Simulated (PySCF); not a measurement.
Species: C6H10Si2.
SMILES: `[SiH2]1C=C(C=C)[SiH2]C=C1`

The closed-shell SCF was solved with PySCF and density fitting under several settings on one GFN2-xTB geometry (grid level 2 and gas phase unless stated).

```tsv
settings	basis functions	SCF cycles	E (Eh)	HOMO (eV)	LUMO (eV)	dipole (D)
PBE0/6-311G**, IEF-PCM methanol, start guess vsap	220	12	-813.1210	-6.95	-1.26	0.17
PBE/pcSseg-1, fitting basis def2-universal-jkfit, energy threshold 1e-11 Eh	200	14	-812.9224	-6.07	-2.25	0.17
```

Task: Estimate the rows for these settings: (1) CAM-B3LYP/pcSseg-1; (2) X3LYP/pcseg-1, start guess huckel.

Result: 
```tsv
settings	basis functions	SCF cycles	E (Eh)	HOMO (eV)	LUMO (eV)	dipole (D)
CAM-B3LYP/pcSseg-1	200	12	-813.4128	-8.22	-0.21	0.12
X3LYP/pcseg-1, start guess huckel	170	13	-813.3594	-6.81	-1.38	0.11
```

Task: Over all rows, what range does the HOMO–LUMO gap span?

Result: From 3.82 eV (PBE/pcSseg-1, fitting basis def2-universal-jkfit, energy threshold 1e-11 Eh) to 8.01 eV (CAM-B3LYP/pcSseg-1). The functional of the narrowest has no exact exchange, that of the widest range-separated exact exchange.

Cycle counts include a coarse-grid stage where the run had one. All basis functions are spherical, in the Pople sets too. The species at its GFN2-xTB geometry (one conformer only).

Shape of the structure used: `[CH2:1]=[CH:2][C:3]1=[CH:4][SiH2:5][CH:6]=[CH:7][SiH2:8]1`: C1–C2–C3–C4 180°.
